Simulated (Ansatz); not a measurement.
System: C2HCl2F2, net charge 0, doublet state. It need not be the lowest isomer of its formula. 
Coordinates optimised at B3LYP-D3(BJ)/def2-TZVP (Ansatz, an electronic-structure program):
```xyz
7

C     -1.1571     0.0666    -0.3312
F     -1.7710    -0.8928    -1.0133
F     -1.6445     0.1743     0.8906
C      0.3170     0.1063    -0.4927
Cl     1.1054    -1.3186     0.3148
Cl     0.9658     1.6362     0.1317
H      0.5688     0.0311    -1.5443
```
Charge 0, spin multiplicity 2.

Parts of the frozen-core correlation energy in cc-pV(D+d)Z (Ansatz, hartree). Frozen orbitals: 14; correlated occupied orbitals by spin: 19 and 18; virtual: 74 and 75. UHF or UKS for open shells. No spin-orbit coupling. Non-relativistic.

```json
[
 {"term": "reference (HF)", "value": "-1194.15424"},
 {"term": "MP2 opposite-spin", "value": "-0.64582"},
 {"term": "MP2 same-spin", "value": "-0.24438"},
 {"term": "CCSD correlation", "value": "-0.93278"},
 {"term": "(T)", "value": "-0.02411"},
 {"term": "T1 diagnostic", "value": "0.014"},
 {"term": "largest doubles amplitude", "value": "0.029"},
 {"term": "<S^2> of the reference", "value": "0.760"}
]
```
